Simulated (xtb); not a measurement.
xtb input (GFN2-xTB):

```bash
xtb mol.xyz --gfn 2 --sp --chrg 0 --uhf 0
```
mol.xyz:
```
17

C      2.50068090     0.36772671     0.19387366
C      1.32610178    -0.17948901    -0.61450115
C     -0.05302169     0.36981872    -0.18120459
Si    -1.41055584    -0.21309440    -1.34942934
Si    -0.49156790    -0.03742591     1.60718993
H      3.44944369    -0.00598379    -0.19553057
H      2.43888409     0.07922452     1.24494633
H      2.52702305     1.45905124     0.15323879
H      1.31658747    -1.27162763    -0.54313935
H      1.48868891     0.05043934    -1.67203583
H     -0.04154989     1.46496264    -0.25840346
H     -1.64038592    -1.66983148    -1.18289255
H     -1.00980184     0.03469049    -2.75725228
H     -2.68174856     0.49950951    -1.08015449
H     -1.93012800     0.22624431     1.85444359
H      0.29150188     0.76600924     2.57659065
H     -0.22134825    -1.47374237     1.86253355
```

End of the output:

```
         :::::::::::::::::::::::::::::::::::::::::::::::::::::
         ::                     SUMMARY                     ::
         :::::::::::::::::::::::::::::::::::::::::::::::::::::
         :: total energy             -15.988765416975 Eh    ::
         :: gradient norm              0.030164629900 Eh/a0 ::
         :: HOMO-LUMO gap              5.348620575505 eV    ::
         ::.................................................::
         :: SCC energy               -16.186451211424 Eh    ::
         :: -> isotropic ES            0.024607687831 Eh    ::
         :: -> anisotropic ES          0.008395290282 Eh    ::
         :: -> anisotropic XC          0.009743129710 Eh    ::
         :: -> dispersion             -0.012508586700 Eh    ::
         :: repulsion energy           0.197685794449 Eh    ::
         :: add. restraining           0.000000000000 Eh    ::
         :: total charge               0.000000000000 e     ::
         :::::::::::::::::::::::::::::::::::::::::::::::::::::

           -------------------------------------------------
          |                Property Printout                |
           -------------------------------------------------

    * Orbital Energies and Occupations

         #    Occupation            Energy/Eh            Energy/eV
      -------------------------------------------------------------
         1        2.0000           -0.7371829             -20.0598
       ...           ...                  ...                  ...
         4        2.0000           -0.5695327             -15.4978
         5        2.0000           -0.5361336             -14.5889
         6        2.0000           -0.5000762             -13.6078
         7        2.0000           -0.4809535             -13.0874
         8        2.0000           -0.4702606             -12.7964
         9        2.0000           -0.4493392             -12.2271
        10        2.0000           -0.4361379             -11.8679
        11        2.0000           -0.4265154             -11.6061
        12        2.0000           -0.4241280             -11.5411
        13        2.0000           -0.4219475             -11.4818
        14        2.0000           -0.4209738             -11.4553
        15        2.0000           -0.3997708             -10.8783
        16        2.0000           -0.3827663             -10.4156 (HOMO)
        17                         -0.1862081              -5.0670 (LUMO)
        18                         -0.1775349              -4.8310
        19                         -0.1736563              -4.7254
        20                         -0.1662682              -4.5244
        21                         -0.1562930              -4.2529
        22                         -0.1516240              -4.1259
        23                         -0.0835821              -2.2744
        24                         -0.0748345              -2.0363
        25                         -0.0611277              -1.6634
        26                         -0.0531621              -1.4466
        27                          0.1216216               3.3095
       ...                                ...                  ...
        42                          0.8081183              21.9900
      -------------------------------------------------------------
                  HL-Gap            0.1965582 Eh            5.3486 eV
             Fermi-level           -0.2844872 Eh           -7.7413 eV

     #   Z          covCN         q      C6AA      α(0)
     1   6 C        3.749    -0.100    22.472     6.761
     2   6 C        3.830    -0.051    21.457     6.591
     3   6 C        3.651    -0.216    25.161     7.204
     4  14 Si       3.738     0.458    98.055    18.955
     5  14 Si       3.730     0.459    98.038    18.955
     6   1 H        0.924     0.033     2.550     2.497
     7   1 H        0.924     0.031     2.568     2.506
     8   1 H        0.924     0.030     2.586     2.515
     9   1 H        0.924     0.013     2.844     2.637
    10   1 H        0.924     0.017     2.784     2.609
    11   1 H        0.924     0.002     3.016     2.716
    12   1 H        0.912    -0.112     6.022     3.839
    13   1 H        0.912    -0.109     5.877     3.792
    14   1 H        0.913    -0.116     6.150     3.879
    15   1 H        0.912    -0.120     6.344     3.940
    16   1 H        0.912    -0.106     5.784     3.762
    17   1 H        0.912    -0.114     6.070     3.854

 Mol. C6AA /au·bohr⁶  :       3411.605888
 Mol. C8AA /au·bohr⁸  :     107418.792289
 Mol. α(0) /au        :         97.011203

Wiberg/Mayer (AO) data.
largest (>0.10) Wiberg bond orders for each atom

 ---------------------------------------------------------------------------
     #   Z sym  total        # sym  WBO       # sym  WBO       # sym  WBO
 ---------------------------------------------------------------------------
     1   6 C    3.997 --     2 C    1.020     8 H    0.988     7 H    0.986
                             6 H    0.985
     2   6 C    3.996 --     1 C    1.020     3 C    1.019     9 H    0.984
                            10 H    0.980
     3   6 C    3.968 --     2 C    1.019    11 H    0.976     4 Si   0.898
                             5 Si   0.898
     4  14 Si   3.601 --     3 C    0.898    12 H    0.896    14 H    0.892
                            13 H    0.890
     5  14 Si   3.600 --     3 C    0.898    17 H    0.894    15 H    0.892
                            16 H    0.890
     6   1 H    0.999 --     1 C    0.985
     7   1 H    0.999 --     1 C    0.986
     8   1 H    0.999 --     1 C    0.988
     9   1 H    1.000 --     2 C    0.984
    10   1 H    1.000 --     2 C    0.980
    11   1 H    1.000 --     3 C    0.976
    12   1 H    0.987 --     4 Si   0.896
    13   1 H    0.988 --     4 Si   0.890
    14   1 H    0.986 --     4 Si   0.892
    15   1 H    0.985 --     5 Si   0.892
    16   1 H    0.988 --     5 Si   0.890
    17   1 H    0.987 --     5 Si   0.894
 ---------------------------------------------------------------------------

Topologies differ in total number of bonds
Writing topology from bond orders to xtbtopo.mol

molecular dipole:
                 x           y           z       tot (Debye)
 q only:       -0.074      -0.006       0.042
   full:        0.214       0.132      -0.068       0.662
Note: The following floating-point exceptions are signalling: IEEE_UNDERFLOW_FLAG IEEE_DENORMAL
normal termination of xtb
molecular quadrupole (traceless):
                xx          xy          yy          xz          yz          zz
 q only:       -0.038       0.048      -0.119       0.406       0.134       0.157
  q+dip:       -0.234      -0.626       2.657      -0.933      -0.266      -2.422
   full:        0.187      -0.354       1.594      -0.627      -0.185      -1.782

           -------------------------------------------------
          | TOTAL ENERGY              -15.988765416975 Eh   |
          | GRADIENT NORM               0.030164629900 Eh/α |
          | HOMO-LUMO GAP               5.348620575505 eV   |
           -------------------------------------------------

------------------------------------------------------------------------
------------------------------------------------------------------------
 total:
 SCF:
```
